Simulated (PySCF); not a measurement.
C7H7, SMILES Cc1cc[c]cc1 (connectivity only; charge and spin as stated), charge +1, multiplicity 1. Atoms are numbered in the order given.

```xyz
14

C      2.3249    -0.0062     0.0000
C      0.8267     0.0114     0.0000
C      0.1123     0.0079     1.2067
C     -1.3130    -0.0012     1.2718
C     -1.6864    -0.0119     0.0000
C     -1.3130    -0.0012    -1.2718
C      0.1123     0.0079    -1.2067
H      2.6898    -1.0461     0.0000
H      2.7320     0.4900     0.8905
H      2.7320     0.4900    -0.8905
H      0.6215     0.0131     2.1771
H     -1.8895     0.0001     2.1988
H     -1.8895     0.0001    -2.1988
H      0.6215     0.0131    -2.1771
```
Charge +1, spin multiplicity 1.

Geometry optimised at PBE0-D3(BJ)/def2-SVP. The multiplicity is an assumed one; other spin states were not compared. The isomer is the one that the SMILES or the coordinates give; other isomers of the formula were not compared.

These are TDA-LC-ωPBE/def2-SVPD (PySCF 2.14.0) values and carry that method's errors.

Vertical excitations. Gas-phase values at a fixed geometry. State labels are in the subgroup Cs.

| state | symmetry | energy (eV) | λ (nm) | f | main pairs |
|---|---|---|---|---|---|
| S1 | A' | 2.40 | 517 | 0.000 | HOMO→LUMO 90 % |
| S2 | A" | 2.52 | 492 | 0.000 | HOMO−1→LUMO 99 % |
| S3 | A" | 5.65 | 220 | 0.013 | HOMO→LUMO+1 69 %, HOMO−1→LUMO+2 20 % |
| S4 | A" | 6.14 | 202 | 0.000 | HOMO−4→LUMO 69 %, HOMO−1→LUMO+2 13 %, HOMO−2→LUMO 11 % |
| S5 | A' | 6.37 | 195 | 0.002 | HOMO−6→LUMO 64 %, HOMO−5→LUMO 26 % |
| S6 | A' | 6.66 | 186 | 0.009 | HOMO→LUMO+2 58 %, HOMO−3→LUMO 27 % |
| S7 | A' | 6.75 | 184 | 0.024 | HOMO−1→LUMO+1 55 %, HOMO−3→LUMO 35 % |
| S8 | A" | 6.75 | 184 | 0.028 | HOMO−2→LUMO 53 %, HOMO−8→LUMO 22 %, HOMO−1→LUMO+2 19 % |
| S9 | A' | 7.73 | 160 | 0.412 | HOMO→LUMO+2 30 %, HOMO−3→LUMO 26 %, HOMO−1→LUMO+1 22 %, HOMO−7→LUMO 17 % |
| S10 | A" | 8.04 | 154 | 0.175 | HOMO−2→LUMO 32 %, HOMO−1→LUMO+2 21 %, HOMO−8→LUMO 15 %, HOMO−4→LUMO 15 % |
| T1 | A' | 1.81 | 685 | 0 | HOMO→LUMO 85 % |
| T2 | A" | 2.33 | 532 | 0 | HOMO−1→LUMO 99 % |
| T3 | A' | 4.01 | 310 | 0 | HOMO−1→LUMO+1 68 %, HOMO→LUMO+2 25 % |
| T4 | A" | 4.46 | 278 | 0 | HOMO→LUMO+1 94 % |
Triplets are in the Tamm–Dancoff approximation.
